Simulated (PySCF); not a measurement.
C₃H₉GeO₄, charge -1, multiplicity 1. Atoms are numbered in the order given.

```xyz
17

C     -0.2603     2.4997     0.6937
O      0.0733     1.7923    -0.4724
Ge     0.0246    -0.0228    -0.4340
O      0.4798    -0.8541    -1.8195
O     -1.6534    -0.2375     0.2587
C     -2.0381    -1.5273     0.6468
O      0.9905    -0.4393     1.0731
C      2.2590    -1.0183     0.9215
H     -0.0976     3.5764     0.5098
H     -1.3179     2.3507     0.9785
H      0.3633     2.1969     1.5555
H     -1.9969    -2.2474    -0.1931
H     -1.3987    -1.9223     1.4596
H     -3.0783    -1.4928     1.0167
H      2.4027    -1.8023     1.6893
H      3.0636    -0.2670     1.0547
H      2.3860    -1.4790    -0.0740
```
Charge -1, spin multiplicity 1.

Coordinates come from a B3LYP-D3(BJ)/def2-SVPD optimisation. The spin state was assumed, not searched. The isomer is the one that the SMILES or the coordinates give; other isomers of the formula were not compared. The values are those of a single conformer.

Calculation: r2SCAN/def2-SVPD (PySCF).

ESP charges are fitted to the potential on shells at 1.4 to 2.0 van der Waals radii. Atomic charges (e):

```csv
atom,IAO,ESP fit
C1,-0.18,(withheld)
O2,-0.64,-0.47
Ge3,1.41,(withheld)
O4,-0.94,(withheld)
O5,-0.64,-0.33
C6,-0.17,(withheld)
O7,-0.65,-0.31
C8,-0.18,(withheld)
H9,0.11,0.03
H10,0.11,0.00
H11,0.11,0.00
H12,0.11,0.11
H13,0.11,0.08
H14,0.11,0.09
H15,0.10,0.04
H16,0.10,0.06
H17,0.13,0.10
```

Q: Some entries are withheld; supply them. (Estimate from the structure and the level; the computed values follow.)

A: 
- C1, ESP fit: 0.04
- Ge3, ESP fit: 0.88
- O4, ESP fit: -0.81
- C6, ESP fit: -0.30
- C8, ESP fit: -0.20
